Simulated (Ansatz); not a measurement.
Stepwise reaction of `[NH2][Ti]([NH2])([OH])[OH]` with water, as a gas-phase model of exchange steps in deposition or etching. ΔE in kJ/mol; ΔG adds harmonic PBE0-D4 terms to CCSD(T)/CBS, at 1 bar.

Program: Ansatz. Geometries: PBE0-D4/def2-TZVP. ΔE: electronic, gas phase. CCSD(T)/CBS adds triple-zeta CCSD(T) − MP2 to the extrapolated MP2 energy (def2 sets, frozen cores). This one scheme is used for every species. DFT in def2-TZVPP. B3LYP here is the variant with VWN-RPA as its local correlation; programs differ in this. For Ti outer-core shells are correlated without core-valence functions, which leaves a few kJ/mol of doubt a bond. Scalar relativity is left out up to krypton. One conformer a species, not always the lowest.

```
step                                                                reaction  PBE-D4  B3LYP-D4  ωB97M-V  CCSD(T)/CBS  ΔG(600 K)
   1  `[NH2][Ti]([NH2])([OH])[OH]` + H₂O → `[NH2][Ti]([OH])([OH])[OH]` + NH₃   -59.2     -59.6    -59.8        -53.3      -51.4
   2    `[NH2][Ti]([OH])([OH])[OH]` + H₂O → `[OH][Ti]([OH])([OH])[OH]` + NH₃   -58.0     -58.5    -58.7        -52.1      -47.0
```

By hand: ΔE of the 2 steps together at CCSD(T)/CBS.

(-53.3) + (-52.1) = -105.4 kJ/mol, or -52.7 kJ/mol a step.

In ΔE the steps differ by no more than 1.2 kJ/mol. All are downhill at CCSD(T)/CBS. ΔG lies between -51.4 and -47.0 kJ/mol a step. PBE-D4 differs from CCSD(T)/CBS by -5.9 to -5.9 kJ/mol a step. Isolated molecules leave out the surface, adducts and barriers. Largest T1 diagnostic: 0.024.
